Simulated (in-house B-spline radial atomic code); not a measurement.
Atomic self-consistent-field run: La²⁺ (an excited or competing configuration). Level of theory: scalar-relativistic (X2C) RPBE, spin-polarised, spherical fractional occupations, Fermi nucleus of rms radius 4.855 fm; calculated with a radial B-spline atomic code at the basis-set limit.

Command:
```bash
python run_scf.py task.json out
```
Settings (nuclear radius in fm, mass in u):
```
Z                57
configuration    [Kr] 4d10 5s2 5p5 5d2
hamiltonian      x2c
method           rpbe,pbe
spin_polarised   True
nucleus          fermi
rms_radius       4.855
atomic_mass      138.90636
speed_of_light   137.035999084
```

Output (hartree, bohr):
```
 radial grid: 79 intervals, B-splines of order 8, outer radius 53.7037 bohr

 iter        energy (Eh)    residual
    1       -8482.842851    4.84e-01
    2       -8486.806926    3.77e-01
    3       -8491.072100    6.87e-02
    4       -8491.202041    1.66e-02
    5       -8491.205595    5.79e-03
    6       -8491.206943    1.59e-03
    7       -8491.207010    9.65e-05
    8       -8491.207010    1.99e-05
    9       -8491.207010    2.33e-06
   10       -8491.207010    7.43e-08

 total energy                     -8491.20701
 kinetic                            9089.5319
 electron-nucleus                 -20633.1120
 Hartree                            3257.7941
 exchange-correlation               -205.4210

 orbital      occ     eigenvalue          <r>       <r^2>       <1/r>       r_max
 1s up      1.000     -1421.5547    0.0244168 0.000819558     65.6341      0.0153
 1s down    1.000     -1421.5526    0.0244168 0.000819556     65.6342      0.0153
 2s up      1.000      -226.7902     0.106861   0.0135352     15.0165     0.09083
 2s down    1.000      -226.7862     0.106861   0.0135351     15.0166     0.09083
 2p up      3.000      -203.5279    0.0938967   0.0107774     13.6399     0.07276
 2p down    3.000      -203.5237    0.0938963   0.0107773       13.64     0.07276
 3s up      1.000       -48.9690     0.284836   0.0928424     5.34124      0.2605
 3s down    1.000       -48.9659     0.284828   0.0928353     5.34128      0.2605
 3p up      3.000       -41.5173     0.282787   0.0927998     4.93652      0.2548
 3p down    3.000       -41.5137     0.282777   0.0927916     4.93658      0.2548
 3d up      5.000       -30.7089     0.259966   0.0797289     4.64842      0.2101
 3d down    5.000       -30.7045     0.259958   0.0797221     4.64846      0.2101
 4s up      1.000       -10.3448     0.654135    0.482777     2.19082      0.6088
 4s down    1.000       -10.3366     0.654247    0.482884     2.19002       0.609
 4p up      3.000        -7.9154     0.692531    0.545202     1.99356      0.6355
 4p down    3.000        -7.9078     0.692514    0.545037     1.99307      0.6357
 4d up      5.000        -4.3761     0.767095    0.682391     1.72646       0.672
 4d down    5.000        -4.3673     0.766069        0.68     1.72767      0.6722
 5s up      1.000        -1.9808      1.55099     2.69526     0.85873       1.411
 5s down    1.000        -1.9196      1.53799     2.65314    0.869116         1.4
 5p up      3.000        -1.3701      1.77349     3.54186    0.735983       1.583
 5p down    2.000        -1.2981      1.76436     3.51581    0.743386       1.569
 5d up      2.000        -0.6051      2.47734     7.05004    0.518755       2.082
```

Run time, properties included: 0.19 s on 1 thread of Intel(R) Xeon(R) Platinum 8488C, on a shared host.

One-electron X2C: radii and densities carry no picture-change correction, so inner-shell <1/r> comes out high (for 1s by about 2 % at Z = 33, 5 % at 54, 10 % at 75, 30 % at 118) and <r> low.
